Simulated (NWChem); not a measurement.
System: C4H2BF; SMILES C#CB(F)C#C

Input file for NWChem:

```
start job
memory heap 200 mb stack 900 mb global 1100 mb
geometry units angstroms noautosym nocenter noautoz
  B      0.000000     0.000000     0.435693
  C     -1.327172     0.000000    -0.308507
  C     -2.369475     0.000000    -0.931403
  H     -3.290072     0.000000    -1.472304
  C      1.327172     0.000000    -0.308507
  C      2.369475     0.000000    -0.931403
  H      3.290072     0.000000    -1.472304
  F      0.000000     0.000000     1.769804
end
basis spherical
  * library def2-svp
end
dft
  xc hfexch
  iterations 150
end
property
  efieldgrad
end
task dft property
```

Output (shortened):

```
             Northwest Computational Chemistry Package (NWChem) 7.3.0
             --------------------------------------------------------

                             Geometry "geometry" -> ""
                             -------------------------

 Output coordinates in angstroms (scale by  1.889725989 to convert to a.u.)

  No.       Tag          Charge          X              Y              Z
 ---- ---------------- ---------- -------------- -------------- --------------
    1 B                    5.0000     0.00000000     0.00000000     0.43569300
    2 C                    6.0000    -1.32717200     0.00000000    -0.30850700
    3 C                    6.0000    -2.36947500     0.00000000    -0.93140300
    4 H                    1.0000    -3.29007200     0.00000000    -1.47230400
    5 C                    6.0000     1.32717200     0.00000000    -0.30850700
    6 C                    6.0000     2.36947500     0.00000000    -0.93140300
    7 H                    1.0000     3.29007200     0.00000000    -1.47230400
    8 F                    9.0000     0.00000000     0.00000000     1.76980400

 Effective nuclear repulsion energy (a.u.)     156.8577021153

  xc_inp: hfexch multiplicative factor not found.
                              NWChem Property Module
                              ----------------------

  itol2e modified to match energy
  convergence criterion.

                                 NWChem DFT Module
                                 -----------------

 Summary of "ao basis" -> "ao basis" (spherical)
 ------------------------------------------------------------------------------
       Tag                 Description            Shells   Functions and Types
 ---------------- ------------------------------  ------  ---------------------
 B                          def2-svp                 6       14   3s2p1d
 C                          def2-svp                 6       14   3s2p1d
 H                          def2-svp                 3        5   2s1p
 F                          def2-svp                 6       14   3s2p1d

  itol2e modified to match energy
  convergence criterion.

            General Information
            -------------------
          SCF calculation type: DFT
          Wavefunction type:  closed shell.
          No. of atoms     :     8
          No. of electrons :    40
           Alpha electrons :    20
            Beta electrons :    20
          Charge           :     0
          Spin multiplicity:     1
          Use of symmetry is: off; symmetry adaption is: off
          Maximum number of iterations: 150
          AO basis - number of functions:    94
                     number of shells:    42
          Convergence on energy requested:  1.00D-07
          Convergence on density requested:  1.00D-05
          Convergence on gradient requested:  5.00D-04

              XC Information
              --------------
                     Hartree-Fock (Exact) Exchange  1.000

      Superposition of Atomic Density Guess
      -------------------------------------

 Sum of atomic energies:        -275.29430618

      Non-variational initial energy
      ------------------------------

 Total energy =    -277.873618
 1-e energy   =    -684.307860
 2-e energy   =     249.576540
 HOMO         =      -0.349554
 LUMO         =      -0.070743

[...]

          -----------------------
          Electric field gradient
          -----------------------

 1 a.u. = 0.324123 10**(16) esu/cm**3  ( or statvolts/cm**2 ) = 0.97174 10**(22) v/m**2

 ------------------------------------------------------------
   Atom      X         Y         Z
 ------------------------------------------------------------
    1 B    0.00000   0.00000   0.82334
 ------------------------------------------------------------

 Electric field gradient in molecular frame (a.u.)
         XX             YY             ZZ             XY             XZ             YZ
 ------------------------------------------------------------------------------------------
        0.304822      -0.412354       0.107532      -0.000000       0.000000       0.000000

 Principal components (a.u.) and orientation
 of principal axis w.r.t. absolute frame                      Asymmetry parameter eta
 --------------------------------------------------------------------------------------
       -0.412354       0.304822       0.107532                       0.478447

       -0.000000       1.000000       0.000000
        1.000000      -0.000000       0.000000
        0.000000       0.000000       1.000000

 ------------------------------------------------------------
   Atom      X         Y         Z
 ------------------------------------------------------------
    2 C   -2.50799   0.00000  -0.58299
 ------------------------------------------------------------

 Electric field gradient in molecular frame (a.u.)
         XX             YY             ZZ             XY             XZ             YZ
 ------------------------------------------------------------------------------------------
        0.187408      -0.107329      -0.080079       0.000000       0.251733       0.000000

 Principal components (a.u.) and orientation
 of principal axis w.r.t. absolute frame                      Asymmetry parameter eta
 --------------------------------------------------------------------------------------
        0.338720      -0.231391      -0.107329                       0.366267

        0.857083      -0.515178       0.000000
        0.000000       0.000000       1.000000
        0.515178       0.857083       0.000000

 ------------------------------------------------------------
   Atom      X         Y         Z
 ------------------------------------------------------------
    3 C   -4.47766   0.00000  -1.76010
 ------------------------------------------------------------

 Electric field gradient in molecular frame (a.u.)
         XX             YY             ZZ             XY             XZ             YZ
 ------------------------------------------------------------------------------------------
        0.239377      -0.304334       0.064957       0.000000       0.149718       0.000000

 Principal components (a.u.) and orientation
 of principal axis w.r.t. absolute frame                      Asymmetry parameter eta
 --------------------------------------------------------------------------------------
        0.325433      -0.304334      -0.021099                       0.870331

        0.866986       0.000000      -0.498333
        0.000000       1.000000       0.000000
        0.498333       0.000000       0.866986

 ------------------------------------------------------------
   Atom      X         Y         Z
 ------------------------------------------------------------
    4 H   -6.21733   0.00000  -2.78225
 ------------------------------------------------------------

 Electric field gradient in molecular frame (a.u.)
         XX             YY             ZZ             XY             XZ             YZ
 ------------------------------------------------------------------------------------------
       -0.224235       0.177929       0.046306       0.000000      -0.243139      -0.000000

 Principal components (a.u.) and orientation
 of principal axis w.r.t. absolute frame                      Asymmetry parameter eta
 --------------------------------------------------------------------------------------
       -0.367199       0.189270       0.177929                       0.030886

        0.862025      -0.506866       0.000000
        0.000000       0.000000       1.000000
        0.506866       0.862025       0.000000

 ------------------------------------------------------------
   Atom      X         Y         Z
 ------------------------------------------------------------
    5 C    2.50799   0.00000  -0.58299
 ------------------------------------------------------------

 Electric field gradient in molecular frame (a.u.)
         XX             YY             ZZ             XY             XZ             YZ
 ------------------------------------------------------------------------------------------
        0.187408      -0.107329      -0.080079      -0.000000      -0.251733       0.000000

 Principal components (a.u.) and orientation
 of principal axis w.r.t. absolute frame                      Asymmetry parameter eta
 --------------------------------------------------------------------------------------
        0.338720      -0.231391      -0.107329                       0.366267

        0.857083       0.515178       0.000000
        0.000000       0.000000       1.000000
       -0.515178       0.857083       0.000000

 ------------------------------------------------------------
   Atom      X         Y         Z
 ------------------------------------------------------------
    6 C    4.47766   0.00000  -1.76010
 ------------------------------------------------------------

 Electric field gradient in molecular frame (a.u.)
         XX             YY             ZZ             XY             XZ             YZ
 ------------------------------------------------------------------------------------------
        0.239377      -0.304334       0.064957      -0.000000      -0.149718       0.000000

[...]
```

Level: Hartree-Fock/def2-SVP. Coordinates come from a B3LYP/6-31G* (spherical d) optimisation. NWChem prints the field gradient with the sign opposite to the second derivative of the potential.
